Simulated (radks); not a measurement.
The numbers below are computed, except where a source is named.
Q: Ionisation of the aluminium ion Al+, [Ne] 3s2, to Al2+, [Ne] 3s1, under several functionals. Scalar-relativistic Kohn-Sham, spin-polarised, spherical densities, finite nucleus; open shells are filled with parallel spins first; a radial shooting solver on a logarithmic mesh with Libxc functionals. Known Delta-SCF values: exchange-only PBE 17.971 eV; LDA (Slater exchange, Perdew-Zunger correlation) 18.950 eV. What does OLYP give, and what is its highest occupied eigenvalue?

A: 18.664 eV by Delta-SCF; the 3s eigenvalue is -14.583 eV. NIST: 18.829 eV (measured).
